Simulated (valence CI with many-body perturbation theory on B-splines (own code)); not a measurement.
Values are calculated unless marked as measured or tabulated.
## Te¹²⁺: what the settings do

Method: configuration interaction combined with many-body perturbation theory (CI+MBPT): four valence electrons over a frozen Dirac-Fock core [Kr], a basis of 6 s, 6 p, 5 d, 5 f, 1 g functions for each j, with the one-electron correlation potential Σ1 (screened to all orders), the two-electron term Σ2, the three-electron term Σ3, Breit, model QED; selected single and double excitations, second order for the rest, scaled by the run's own slope (own B-spline code, finite nucleus).

No measured levels were compared; by estimate terms of the open shell hold to 2 to 4 % of their energy, and close levels can change places. Only levels of the ground parity were solved; by the run's estimate the other parity begins above the list, which can be wrong where configurations are misplaced.

The reference run has the lowest level 4d4 5D_0 and an ionisation energy of 272.774 eV. Its largest variational space holds 9986 state functions.

Names give the largest LS component (configuration and term), which can be under half, so a name can repeat, a term be missing and a line seem to break the LS rules; names also repeat where a configuration has a term twice.

Changed runs:
A. correlating orbitals by l 3 3 3 3 1 → 4 4 3 0 0
B. highest l in the core sums 6 → 5; box radius (bohr) 11.487 → 12.85
C. Davidson tolerance 2e-05 → 0.001
D. closed core [Kr] → [Kr] 4d1 (bad on purpose)

Excitation energies of the reference run in cm⁻¹, and shifts in cm⁻¹:

| Level | Reference | A | B | C |
| --- | --- | --- | --- | --- |
| 4d4 5D_1 | 4892 | -137 | +3.7 | 0 |
| 4d4 5D_2 | 9959 | -183 | +6.2 | 0 |
| 4d4 5D_3 | 14513 | -157 | +7.6 | 0 |
| 4d4 5D_4 | 18387 | -62 | +8.1 | 0 |
| 4d4 3P_0 | 32018 | +660 | +4.4 | 0 |
| 4d4 3H_4 | 33771 | +737 | +5.6 | 0 |
| 4d4 3G_3 | 40671 | +874 | +5.1 | 0 |
| 4d4 3H_5 | 41184 | +766 | +8.9 | 0 |
| 4d4 3P_1 | 43027 | +863 | +7.3 | 0 |
| 4d4 3F_2 | 43128 | +986 | +5.3 | 0 |
| 4d4 3H_6 | 44862 | +822 | +10 | 0 |
| 4d4 3G_4 | 48752 | +803 | +10 | 0 |
| Ionisation energy (eV) | 272.774 | -0.096 | +0.051 | 0 |

No effect on these energies: C.

Run D: It gave no result: the perturbation theory needs a core of closed shells. The program said: "the core must hold closed shells only".
